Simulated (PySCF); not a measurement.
# Core binding energy against partial charge

Species: C4H9N3SSi.
Structure used (PBE0-D3(BJ)/def2-SVP), in Å, numbered top down from 1:
```
atom  x, y, z in Å
C1    -2.885   -1.192    0.245
S2    -2.328    0.514    0.418
C3    -0.622    0.298    0.126
N4    -0.040   -0.857   -0.147
N5     1.248   -0.545   -0.303
Si6    2.534   -1.750   -0.600
N7     1.528    0.742   -0.136
C8     0.370    1.321    0.135
C9     0.207    2.775    0.386
H10   -3.972   -1.179    0.403
H11   -2.656   -1.574   -0.758
H12   -2.405   -1.835    0.996
H13    3.411   -1.223   -1.678
H14    1.839   -2.997   -1.006
H15    3.318   -1.955    0.649
H16    1.183    3.275    0.344
H17   -0.457    3.234   -0.364
H18   -0.242    2.957    1.374
```

Binding energies: delta-SCF UKS SCAN, pcX-2 on the ionised atom, pcseg-1 elsewhere, spin-free X2C in PySCF 2.14.0. Charges: PBE0/pcSseg-1 ground-state density, for the ionised atom.

```csv
atom,environment,N 1s (eV),Mulliken (e),IAO (e),Hirshfeld (e),ESP (e)
N4,pyridine-type nitrogen,404.96,-0.249,-0.261,-0.139,-0.447
N7,pyridine-type nitrogen,405.15,-0.237,-0.232,-0.133,-0.546
N5,pyrrole-type nitrogen,406.45,-0.336,-0.141,-0.019,+0.316
```

Question: Give the correlation coefficient and slope of binding energy on charge for each scheme.

Answer: Hirshfeld: r = 1.00, slope 12.0 eV per e; IAO: r = 0.99, slope 12.9 eV per e; ESP: r = 0.98, slope 1.7 eV per e; Mulliken: r = -0.97, slope -14.7 eV per e. On 3 points no scheme stands out.

Question: The point-charge model writes a binding energy as kq + V + constant, with V the potential of the other atoms' charges at the site. What does it give with the Mulliken charges?

Answer: V = Σ 14.40 eV Å × q/r over all other atoms: -1.63 eV at N4, -1.39 eV at N7, -0.07 eV at N5. Fitting binding energy − V to q gives k = 0.5 eV per e and leaves an rms residual of 0.02 eV, against 0.15 eV for the fit on q alone. The model has no term for differences in relaxation between sites.

Geometry: PBE0-D3(BJ)/def2-SVP, one conformer, isolated molecule.
